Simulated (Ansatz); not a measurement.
Input file for Ansatz (a quantum-chemistry and plane-wave program): U-CCSD(T)/def2-SVPD on CH4MgO (SMILES [CH3][Mg][OH]), a point of a bond scan (R = 3.038 Å).

Ansatz 0.2 input:
```yaml
crystal:
  periodic: [false, false, false]
  atoms:
    - {symbol: Mg, position_ang: [0.01243978, -0.08170774, 0.05863888]}
    - {symbol: C, position_ang: [-0.24275363, 1.59446996, -1.14429716]}
    - {symbol: H, position_ang: [-1.02669959, 2.24896975, -0.75494741]}
    - {symbol: H, position_ang: [-0.52403952, 1.31512017, -2.16281394]}
    - {symbol: H, position_ang: [0.67566808, 2.18360785, -1.20716694]}
    - {symbol: O, position_ang: [0.22953244, -1.50762973, 1.08197486]}
    - {symbol: H, position_ang: [0.60240764, -3.95677258, 2.83964187]}
basis:
  gaussian:
    orbitals: def2-SVPD
correlation: {method: ccsd_t, electrons: outside_noble_gas}
scf: {omitted_lower_state_checks: [cluster_reference]}
magnetization: {spin_polarized: true, initial_magnetization: 0}
```

The log:

```
WARN ansatz: RAYON_NUM_THREADS=1 ignored (pool sized by the plan → 1); use --threads N
Functional definition: HF
these checks for a lower state are left out or cut short: cluster_reference
integrals: 0.18 GiB planned
898 factors; integrals over basis functions are off by at most 1.1e-3 eV
mean field: 0.32 GiB planned
mean field evaluation 1: about -8537.5786 eV, gradient 4.4e1 eV
mean field evaluation 2: about -8537.6258 eV, gradient 4.4e1 eV
mean field evaluation 4: about -8545.3851 eV, gradient 1.4e1 eV
mean field evaluation 8: about -8548.8519 eV, gradient 2.5e0 eV
mean field evaluation 16: about -8549.1054 eV, gradient 6.8e-1 eV
mean field evaluation 32: about -8550.1171 eV, gradient 6.0e0 eV
mean field evaluation 64: about -8555.2212 eV, gradient 7.1e-6 eV
mean field evaluation 96: about -8550.8882 eV, gradient 1.3e0 eV
mean field evaluation 128: about -8555.2212 eV, gradient 4.7e-4 eV
mean field evaluation 160: about -8550.8232 eV, gradient 3.5e-1 eV
mean field evaluation 192: about -8555.2164 eV, gradient 3.3e-1 eV
mean field evaluation 224: about -8554.8016 eV, gradient 1.1e1 eV
mean field evaluation 256: about -8550.5765 eV, gradient 7.3e0 eV
mean field evaluation 288: about -8552.7075 eV, gradient 2.2e1 eV
mean field evaluation 320: about -8551.0928 eV, gradient 5.9e0 eV
mean field evaluation 352: about -8545.2986 eV, gradient 1.4e1 eV
mean field evaluation 384: about -8549.1713 eV, gradient 6.8e-6 eV
mean field -8555.22120356 eV, -314.3985802935 hartree, gradient 5.2e-9 eV, S^2 1.006972; 18 other end points of the search recorded, 0 dependent functions left out
7 core orbitals not correlated
reference -8555.22120356 eV, -314.3985802935 hartree; 8, 8 occupied and 81, 81 virtual orbitals, 898 factors
second order -9.17944546 eV of doubles, -0.00000000 eV of singles
coupled cluster: 0.61 GiB planned
cycle   1  -9.71971721 eV  change   -5.4e-1 eV  update   7.5e-2
cycle   2  -9.95175708 eV  change   -2.3e-1 eV  update   2.3e-2
cycle   3  -10.02371520 eV  change   -7.2e-2 eV  update   1.4e-2
cycle   4  -10.02632315 eV  change   -2.6e-3 eV  update   4.5e-3
cycle   5  -10.02459215 eV  change    1.7e-3 eV  update   2.3e-3
cycle   6  -10.02545791 eV  change   -8.7e-4 eV  update   1.0e-3
cycle   7  -10.02598935 eV  change   -5.3e-4 eV  update   4.5e-4
cycle   8  -10.02614761 eV  change   -1.6e-4 eV  update   2.1e-4
cycle   9  -10.02617455 eV  change   -2.7e-5 eV  update   1.0e-4
cycle  10  -10.02615917 eV  change    1.5e-5 eV  update   6.9e-5
cycle  11  -10.02615240 eV  change    6.8e-6 eV  update   5.8e-5
cycle  12  -10.02615957 eV  change   -7.2e-6 eV  update   5.2e-5
cycle  13  -10.02616735 eV  change   -7.8e-6 eV  update   4.4e-5
cycle  14  -10.02617064 eV  change   -3.3e-6 eV  update   3.1e-5
cycle  15  -10.02617051 eV  change    1.2e-7 eV  update   1.7e-5
coupled cluster: 0.61 GiB planned
perturbative correction -0.27027892 eV, -0.0099325670 hartree
Total energy: -8565.51765299 eV, -314.7769678309 hartree
Checks for a lower state left out: cluster_reference
```

The run converged. Its determinant has ⟨S²⟩ = 1.01, a mixture of spin states.

Cost: roughly 70 core-seconds.
